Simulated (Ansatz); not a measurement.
Relaxation of CH$_{3}$BF$_{2}$ (7 atoms, charge 0, multiplicity 1), to a largest force component of 0.02 eV/Å in at most 40 steps.

Computed with Ansatz, RKS BHLYP-D4/6-31G*.

```xyz
7
Properties=species:S:1:pos:R:3:forces:R:3
B 0.000 0.000 0.000 -0.01 -0.01 1.27
C 0.000 0.000 1.600 -0.19 -0.25 -0.57
H -1.000 -0.309 1.970 0.79 0.32 -0.10
H 0.768 -0.711 1.970 -0.50 0.64 -0.10
H 0.232 1.020 1.970 -0.11 -0.74 -0.09
F 1.143 0.000 -0.660 -0.50 0.02 -0.19
F -1.143 0.000 -0.660 0.53 0.02 -0.21
```

Problem. Where does it end, and by what steps?

Solution. The forces met the threshold. After 6 steps the energy has fallen by 0.080 eV; H5 moved furthest, 0.04 Å.

| step | energy less start (eV) | largest force component (eV/Å) | accepted |
| --- | --- | --- | --- |
| 0 | 0.0000 | 1.267 | yes |
| 1 | -0.0671 | 0.671 | yes |
| 2 | -0.0506 | 0.946 | no |
| 3 | -0.0696 | 0.351 | yes |
| 4 | -0.0791 | 0.205 | yes |
| 5 | -0.0798 | 0.036 | yes |
| 6 | -0.0799 | 0.002 | yes |

```xyz
7
Properties=species:S:1:pos:R:3
B -0.006 -0.007 0.026
C -0.009 -0.016 1.584
H -0.973 -0.301 1.994
H 0.758 -0.679 1.977
H 0.226 0.983 1.952
F 1.119 0.003 -0.660
F -1.114 0.016 -0.682
```

Whether the end is a true minimum wasn't checked by a vibrational analysis.

Time of the run: 13 s on 1 thread of Arm Neoverse V2, with other jobs on the host, peak memory 0.13 GiB.
